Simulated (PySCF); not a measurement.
propan-2-ylcyclopropane (C6H12), SMILES CC(C)C1CC1.

The structure is a stationary point at B3LYP-D3(BJ)/def2-SVP. Other conformers were not sampled.

Calculation: TDA-CAM-B3LYP/def2-SVPD in PySCF.

Vertical excitations. 

Computed UV-visible absorptions:
| state | energy (eV) | λ (nm) | f | main pairs |
|---|---|---|---|---|
| S1 | 7.82 | 159 | 0.006 | HOMO→LUMO 68 %, HOMO→LUMO+2 18 % |
| S2 | 8.10 | 153 | 0.002 | HOMO−1→LUMO 62 %, HOMO−1→LUMO+3 17 %, HOMO−1→LUMO+2 10 % |
| S3 | 8.24 | 151 | 0.002 | HOMO→LUMO+2 56 %, HOMO→LUMO+1 16 %, HOMO→LUMO 16 % |
| S4 | 8.37 | 148 | 0.020 | HOMO→LUMO+1 58 %, HOMO→LUMO+3 15 %, HOMO→LUMO+2 15 % |
| S5 | 8.50 | 146 | 0.000 | HOMO−1→LUMO+2 51 %, HOMO−1→LUMO+1 23 %, HOMO−1→LUMO 9 % |
| S6 | 8.54 | 145 | 0.034 | HOMO→LUMO+3 58 %, HOMO→LUMO+1 11 %, HOMO−1→LUMO+1 9 % |
| T1 | 7.64 | 162 | 0 | HOMO→LUMO 61 %, HOMO→LUMO+2 22 % |
| T2 | 7.90 | 157 | 0 | HOMO−1→LUMO 55 %, HOMO−1→LUMO+3 20 %, HOMO−1→LUMO+2 9 % |
Triplets are in the Tamm–Dancoff approximation.
